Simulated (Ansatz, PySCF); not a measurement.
Ga(F)2(OAc) (C2H3F2GaO2), SMILES C([O][Ga]([F])[F])(=O)C. Atoms are numbered in the order given.

```xyz
10

Ga     0.2161     0.0972     0.7306
F     -0.0768    -1.1487     1.9129
F      1.0034     1.5795     1.1998
O      0.7118    -0.5656    -1.0732
C     -0.4431    -0.2108    -1.4855
C     -0.8510    -0.3736    -2.9110
O     -1.2202     0.3173    -0.6213
H     -1.9396    -0.4865    -2.9852
H     -0.3265    -1.2247    -3.3624
H     -0.5597     0.5404    -3.4544
```
Charge 0, spin multiplicity 1.

Geometry optimised at B3LYP-D3(BJ)/def2-SVP. The values are those of a single conformer.

Two levels are set side by side: PBE-D3(BJ)/def2-SVP (Ansatz, a program for electronic structure) and B3LYP-D3(BJ)/def2-SVP (Ansatz). Each level has its own optimised geometry; the coordinates shown are those of the second. Frequencies come from the Hessian of PySCF at each geometry. Differences are taken from unrounded values.

| quantity | B3LYP-D3(BJ) | PBE-D3(BJ) | PBE-D3(BJ) minus B3LYP-D3(BJ) |
|---|---|---|---|
| mean bond length (Å) | 1.557 | 1.568 | 0.010 |
| bond Ga1–F2 (Å) | 1.742 | 1.755 | 0.012 |
| bond Ga1–F3 (Å) | 1.743 | 1.755 | 0.012 |
| bond Ga1–O4 (Å) | 1.985 | 2.002 | 0.018 |
| bond Ga1–C5 (Å) | 2.332 | 2.342 | 0.010 |
| bond Ga1–O7 (Å) | 1.985 | 2.002 | 0.018 |
| bond O4–C5 (Å) | 1.277 | 1.287 | 0.010 |
| bond C5–C6 (Å) | 1.492 | 1.494 | 0.003 |
| bond C5–O7 (Å) | 1.277 | 1.287 | 0.010 |
| bond C6–H8 (Å) | 1.097 | 1.104 | 0.007 |
| bond C6–H9 (Å) | 1.097 | 1.104 | 0.007 |
| bond C6–H10 (Å) | 1.102 | 1.110 | 0.007 |
| highest harmonic wavenumber (cm⁻¹) | 3188 | 3134 | -54 |
| mean harmonic wavenumber (cm⁻¹) | 1024 | 994 | -29 |
| zero-point energy (kcal/mol) | 35.12 | 34.12 | -1.00 |

GGA bonds tend to be longer and softer than those of functionals with exact exchange. Differences between two approximate levels are no errors against the true value.
